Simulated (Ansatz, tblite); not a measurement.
Forces on cis-CoF2(H2O)4 (CoO₄F₂H₈) at its PBE-D4/def2-SVP geometry. Total charge 0; quartet.

The xTB rows come from tblite.

GFN1-xTB (tblite), largest force 1.12 eV/Å:

```xyz
15
positions Å, forces eV/Å
Co   -0.211   -0.189   -0.184    0.252    0.227    0.220
F     0.527   -0.593    1.812   -0.032    0.214   -0.230
F     0.700    1.695   -0.740    0.001   -0.243    0.203
O    -0.798    0.346   -2.120    0.910    0.250   -0.365
O    -1.022   -1.982    0.529   -0.276    0.320    0.919
O    -1.028    1.275    1.090    1.112   -0.098    0.019
O     1.860   -0.526   -0.362   -0.304    0.825    0.688
H    -0.323   -0.153   -2.812   -0.357    0.357    0.399
H    -0.188    1.135   -1.891   -0.757   -0.683   -0.392
H    -1.946   -1.887    0.828    0.600   -0.138   -0.187
H    -0.450   -1.708    1.334   -0.575   -0.515   -0.772
H    -0.403    1.896    0.619   -0.629   -0.266    0.555
H    -0.450    0.838    1.780   -0.585    0.613   -0.368
H     1.835   -0.608    0.633    0.332   -0.002   -0.815
H     1.896    0.462   -0.517    0.308   -0.861    0.126
```

GFN2-xTB (tblite), largest force 1.47 eV/Å:

```
Co 0.089 0.080 0.078
F 0.220 0.261 0.204
F 0.272 0.181 0.226
O 0.912 0.305 -0.536
O -0.354 0.197 1.023
O 0.964 0.208 0.272
O 0.115 0.763 0.672
H -0.375 0.346 0.384
H -1.015 -0.788 -0.710
H 0.587 -0.156 -0.200
H -0.808 -0.851 -0.883
H -0.815 -0.269 0.693
H -0.730 0.793 -0.358
H 0.464 -0.046 -1.000
H 0.474 -1.023 0.133
```

PBE-D4/def2-TZVP (Ansatz), largest force 0.28 eV/Å:

```
Co -0.101 -0.091 -0.088
F 0.087 -0.082 0.248
F 0.092 0.243 -0.091
O 0.186 0.017 -0.108
O -0.103 0.058 0.180
O 0.263 -0.003 -0.011
O -0.068 0.178 0.181
H -0.135 0.001 0.058
H -0.148 -0.039 -0.116
H 0.070 -0.060 -0.115
H -0.073 -0.160 -0.077
H -0.214 0.058 0.119
H -0.192 0.145 0.033
H 0.169 -0.098 -0.158
H 0.167 -0.168 -0.055
```
